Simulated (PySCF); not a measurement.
**TDDFT excited states: C6H9NO**

Compound: C6H9NO.
SMILES: `NC(=O)C=C1CCC1`

Computed with TDDFT PBE0/def2-SVPD, vertical, gas phase, core orbitals frozen in the response (PySCF). The structure is a single GFN2-xTB conformer in the gas phase; no vibrational or solvent corrections. Torsions of this conformer, `[NH2:1][C:2](=[O:3])[CH:4]=[C:5]1[CH2:6][CH2:7][CH2:8]1`: N1–C2–C4–C5 180°, H–N1–C2–O3 0°, H–N1–C2–O3 179°.

| state | E (eV) | ν̃ (cm⁻¹) | f | main configurations (H = HOMO, L = LUMO) |
| --- | --- | --- | --- | --- |
| S1 | 4.67 | 37640 | 0.0000 | H→L (97%) |
| S2 | 5.93 | 47800 | 0.331 | H-1→L (87%), H-2→L (9%) |
| S3 | 6.05 | 48770 | 0.171 | H-2→L (88%), H-1→L (9%) |
| S4 | 6.67 | 53820 | 0.0003 | H-3→L (93%) |
| S5 | 6.82 | 55030 | 0.0026 | H-1→L+1 (84%), H→L+1 (10%) |
| S6 | 6.83 | 55080 | 0.023 | H→L+1 (84%), H-1→L+1 (10%) |

Triplets, Tamm–Dancoff:

| state | E (eV) | λ (nm) | main configurations (H = HOMO, L = LUMO) |
| --- | --- | --- | --- |
| T1 | 3.76 | 329.6 | H-1→L (94%) |
| T2 | 4.32 | 287.2 | H→L (94%) |

The lowest singlet lies at 4.67 eV (266 nm, ultraviolet) and is dark (f under 0.0005); its leading configuration is HOMO→LUMO (97%). The most intense listed level is S2 at 5.93 eV (209 nm, f = 0.331), 1.26 eV above S1. S5/S6 lie within about 0.01 eV of each other. Löwdin shares by element: HOMO oxygen 67%, carbon 18% or more, nitrogen 6%; LUMO carbon 57% or more, oxygen 10% (atoms not listed hold the other 33%). The oscillator strengths of these states sum to 0.529; summed over the whole spectrum of an exact calculation they would give the number of electrons, 60 (Thomas–Reiche–Kuhn). Of the 6 states listed, 3 reach f = 0.01 and 2 stay under 0.0005. Orbital energies (eV): HOMO-3 -9.02, HOMO-2 -7.72, HOMO-1 -7.29, HOMO -7.19, LUMO -0.82, LUMO+1 0.69, LUMO+2 0.99. The window holds the lowest 6 singlets.

Hardware: one thread, Arm Neoverse V2 (aarch64), no GPU, on a shared host. Cost: 32 s of wall time, 0.96 GiB resident at most.
